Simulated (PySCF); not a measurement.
Geometries of 3 isomers of C4H10Ge, from PBE0-D3(BJ)/def2-SVP geometry optimisation, gas phase (PySCF). One conformer each, no zero-point energy, no frequencies.

**Question.** Which isomer lies lowest at this level?
A.
```xyz
15
angstrom
C     -0.697    0.608    0.926
C     -1.133   -0.640    0.152
C      0.106   -1.411   -0.320
Ge     1.366    0.026   -0.814
C      0.290    1.421    0.079
H     -1.570    1.211    1.228
H     -0.203    0.291    1.862
H     -1.725   -0.325   -0.726
H     -1.800   -1.271    0.762
H      0.544   -1.993    0.507
H     -0.108   -2.113   -1.138
H      2.772   -0.161   -0.209
H      1.503    0.243   -2.334
H     -0.240    2.004   -0.691
H      0.888    2.127    0.673
```
B.
```xyz
15
angstrom
C     -3.015   -0.465    0.259
C     -1.993   -0.518   -0.601
Ge    -0.356    0.502   -0.386
C      1.176   -0.683   -0.066
C      2.503    0.053    0.065
H     -3.922   -1.065    0.123
H     -2.995    0.184    1.142
H     -2.074   -1.187   -1.467
H     -0.543    1.460    0.811
H     -0.082    1.338   -1.656
H      1.211   -1.409   -0.895
H      0.954   -1.264    0.844
H      2.488    0.772    0.901
H      3.338   -0.642    0.248
H      2.744    0.622   -0.847
```
C.
```xyz
15
angstrom
Ge     1.994    0.043    0.224
C      0.247   -0.478   -0.492
C     -0.578   -1.405    0.436
C     -1.376   -0.174    0.905
C     -0.859    0.595   -0.326
H      2.950   -1.167    0.250
H      1.835    0.574    1.665
H      2.617    1.157   -0.642
H      0.407   -0.847   -1.518
H     -1.201   -2.102   -0.146
H     -0.044   -1.990    1.203
H     -0.973    0.241    1.841
H     -2.465   -0.283    1.017
H     -0.555    1.644   -0.183
H     -1.576    0.562   -1.162
```

**Answer.** A. That is `C1C[CH2][GeH2][CH2]1`, 23.9 kcal/mol below the next.

| SMILES | atoms numbered as above | E (Eh) | relative (kcal/mol) | relative (kJ/mol) | dipole (D) |
| --- | --- | --- | --- | --- | --- |
| C1C[CH2][GeH2][CH2]1 | [CH2:1]1[CH2:2][CH2:3][GeH2:4][CH2:5]1 | -2234.62864 | 0.0 | 0.0 | 0.65 |
| C=[CH][GeH2][CH2]C | [CH2:1]=[CH:2][GeH2:3][CH2:4][CH3:5] | -2234.59063 | 23.9 | 99.8 | 0.74 |
| [GeH3][CH]1CCC1 | [GeH3:1][CH:2]1[CH2:3][CH2:4][CH2:5]1 | -2234.58825 | 25.3 | 106.0 | 0.89 |

As drawn, the highest has a four-membered ring, which the lowest lacks.
